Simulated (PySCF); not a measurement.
**GeCl and its ions**

PBE0; Ge def2-TZVPPD, Cl def2-TZVPPD; no relativity (PySCF 2.14). Neutral (UKS): doublet (π ↑), Re = 2.174 Å, ωe = 406 cm⁻¹, De = 4.15 eV, HOMO -5.20 eV, LUMO -3.15 eV.

GeCl⁺ (UKS): singlet (closed shell), Re = 2.061 Å, ωe = 511 cm⁻¹, De = 4.71 eV to Ge⁺ + Cl. The energies at the minima are -2536.80597 hartree for GeCl and -2536.53483 for GeCl⁺.

(1) Work out the adiabatic ionisation energy, without and with harmonic zero-point energies (1 hartree = 27.2114 eV, 1 eV = 8065.5 cm⁻¹), and the change of the bond length.

GeCl⁻ (UKS): triplet (π ↑↑), Re = 2.356 Å, ωe = 278 cm⁻¹, De = 1.88 eV to Ge + Cl⁻. The energies at the minima are -2536.80597 hartree for GeCl and -2536.85370 for GeCl⁻.

(2) Work out the adiabatic electron affinity, without and with harmonic zero-point energies (1 hartree = 27.2114 eV, 1 eV = 8065.5 cm⁻¹), and the change of the bond length.

Spin–orbit coupling is left out. For an ion De counts to the pair picked by the measured ionisation energies or electron affinities, which need not be the lowest pair at this level. The highest Kohn–Sham level is positive in this anion. Much of that is self-interaction error, but it also means that the finite basis helps to hold the extra electron. States were picked by a PBE0 search and need not be the measured ground states.

## Answers

(1) At PBE0: 0.27114 hartree = 7.378 eV between the minima; the zero-point term (511.0 − 406.0)/2 cm⁻¹ = +0.007 eV makes it 7.385 eV. Re changes by -11.3 pm against the neutral. The electron leaves a π orbital, and the shorter bond of the ion fits an antibonding orbital, or a change in how ionic the bond is.

(2) At PBE0: 0.04773 hartree = 1.299 eV between the minima; the zero-point term (406.0 − 278.0)/2 cm⁻¹ = +0.008 eV makes it 1.307 eV. Re changes by +18.2 pm against the neutral. The electron enters a π orbital, and the longer bond of the ion fits an antibonding orbital, or a change in how ionic the bond is.
